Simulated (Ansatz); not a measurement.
Two structures of CH₅GaS, closed shell, reached by relaxing down either side of one saddle point (PBE0-D4/def2-TZVP). Energies are electronic, without zero-point energy. Ansatz 0.2.0; basis: def2-TZVPP and def2-QZVPP; cores frozen in the correlated methods. Filled d shells of the heavier atoms are correlated. The def2 sets are not built for correlating such inner shells, so the correlated values are less sure here. Extrapolation: Hartree–Fock as exp(−7.88 √X), correlation as X^−2.97. First:

```xyz
8
angstrom
Ga -0.0313 -0.4622 -0.4720
H -0.5107 -0.9510 -1.8797
S 1.1692 -1.8849 0.7164
H 1.1420 -2.8628 -0.2029
C -0.3849 1.2809 0.3474
H 0.0661 1.3584 1.3368
H -1.4619 1.4417 0.4378
H 0.0118 2.0799 -0.2838
```

Second:

```
atom    x (Å)    y (Å)    z (Å)
 Ga1   0.6465  -0.4301   0.9365
  H2  -0.4695  -1.2937  -2.0985
  S3   1.6323  -2.0999   1.4688
  H4  -0.0644  -1.7899  -1.7118
  C5  -0.3000   1.1740   0.4259
  H6  -0.2329   1.9174   1.2211
  H7  -1.3493   0.9384   0.2434
  H8   0.1375   1.5837  -0.4854
```

Which bonds change from the first to the second?

CH₅GaS ([CH3][GaH][SH]) → CH₃GaS ([CH3][Ga][S]) + H₂; bonds formed: H2–H4; bonds broken: Ga1–H2, S3–H4.

Give the saddle point's structure and its height above each. (To be estimated.)

By the calculation: 200.2 kJ/mol above the first and 126.4 kJ/mol above the second (CCSD(T) at an estimated basis limit (MP2 extrapolated from triple and quadruple zeta, plus CCSD(T) − MP2 in triple zeta)).
| atom | x (Å) | y (Å) | z (Å) |
| --- | --- | --- | --- |
| Ga1 | 0.3140 | -0.5179 | 0.1817 |
| H2 | -0.1128 | -1.3336 | -1.4061 |
| S3 | 1.3227 | -2.3084 | 0.6533 |
| H4 | 0.4509 | -1.9975 | -0.8454 |
| C5 | -0.3921 | 1.2843 | 0.3357 |
| H6 | -0.1085 | 1.7140 | 1.2967 |
| H7 | -1.4796 | 1.2576 | 0.2551 |
| H8 | 0.0056 | 1.9015 | -0.4710 |

No T1 diagnostic of these runs exceeds 0.016.

Labels in which every atom is bracketed show which atoms are joined, not bond orders.

For scale, one of the runs: CCSD(T)/def2-TZVPP, 191 basis functions (an equivalent command: `ansatz run in.yaml --threads 4`). Time: 40 s of wall clock on 4 CPU threads; the host was shared. Peak host memory: 2 GiB.
